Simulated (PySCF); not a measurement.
Compound: C₅H₅F₄O (doublet state).
SMILES with atom numbers: `[CH3:1][O:2]/[C:3]=[C:4](\[CH2:5][F:6])[C:7]([F:8])([F:9])[F:10]` (hydrogens: H11, H12, H13 on C1; H14, H15 on C5)

Cartesian coordinates in Å at the GFN2-xTB level; atoms count from 1:
```xyz
15
C5H5F4O angstrom
C      2.0450   -1.4361   -0.7616
O      1.4503   -0.2826   -1.4083
C      0.4482    0.3414   -0.9392
C     -0.4856    0.5345   -0.0469
C     -0.7839   -0.2571    1.2331
F      0.0846   -1.2940    1.3996
C     -1.4600    1.6677   -0.2060
F     -1.4219    2.5230    0.8369
F     -1.2525    2.3945   -1.3041
F     -2.7376    1.2371   -0.2630
H      2.4020   -1.1667    0.2317
H      1.3136   -2.2397   -0.6833
H      2.8724   -1.7295   -1.4021
H     -0.6851    0.3965    2.1080
H     -1.7940   -0.6809    1.1834
```

The hyperfine couplings belong to this conformer and change with its torsions.

Method: PySCF, UKS B3LYP, pcH-1 on C F H O, non-relativistic, mean-field spin-orbit, GIAO. The structure is a single GFN2-xTB conformer in the gas phase; no vibrational or solvent corrections. GFN2-xTB frequencies show an imaginary mode (114i cm⁻¹), so this geometry is no minimum at that level. The geometry wasn't refined by DFT: couplings that depend on bond lengths, twists or pyramidal angles can differ widely from those at the functional's own minimum. The SCF solution wasn't tested for stability.

Problem. What is the g tensor, term by term?

Solution. 
```
                    Δg (ppm)     1     2     3
relativistic mass correction  -197  -197  -197
            gauge correction    23    38   -47
   orbital Zeeman/spin–orbit  -776    10  1370
                       total  -950  -149  1126
```

So g = 2.00137, 2.00217, 2.00345 and g_iso = 2.00233; the tensor is rhombic: the two nearest values differ by 39 % of g3 − g1. Axes: g1 points within 2° of the O2–C3 bond and g2 points within 11° of the C4–C5 bond.

Problem. What are the electron Larmor frequencies g μB B/h along the three axes at 340 mT?

Solution. 9.5240, 9.5278, 9.5338 GHz for g1, g2 and g3, a range of 9.9 MHz.

Problem. At 34.145 GHz, how far is the centre of the isotropic spectrum from where a free electron (g = 2.002319) resonates?

Solution. B = hν/(g μB) with μB/h = 13.99624 MHz/mT gives 1218.38 mT for the free electron and 1218.37 mT at g_iso, the same within 0.01 mT.

Problem. Average each term over the three axes. Which is largest in size?

Solution. The orbital-Zeeman/spin–orbit term 201, the mass correction -197 and the gauge correction 4 ppm, for a total of 9 ppm. The mass correction is the same along every axis, so the anisotropy comes from the other two: their spans along these axes are 85 (gauge) and 2146 ppm (orbital Zeeman/spin–orbit).

Problem. In a frozen sample, at which fields do the three g values resonate at 9.5, 34, 94 and 263 GHz (hyperfine left aside), and which band first spreads them over more than twice a line width of 0.3 mT?

Solution. 
```csv
band,GHz,B(g3) mT,B(g2) mT,B(g1) mT,spread mT
X,9.5,338.79,339.01,339.14,0.35
Q,34.0,1212.52,1213.29,1213.78,1.26
W,94.0,3352.27,3354.40,3355.75,3.48
J,263.0,9379.22,9385.19,9388.95,9.73
```

The spread grows in proportion to the frequency. Q band is the first where it exceeds 0.6 mT.

The largest Mulliken spin populations are on C3 (+0.95), C4 (-0.14), C1 (+0.08) and C5 (+0.07). No atom but C3 exceeds +0.15. The positive populations add up to 1.15 and the negative ones to -0.15, together 2S = 1.

The HOMO–LUMO gaps are 6.72 eV among the α and 4.71 eV among the β orbitals.
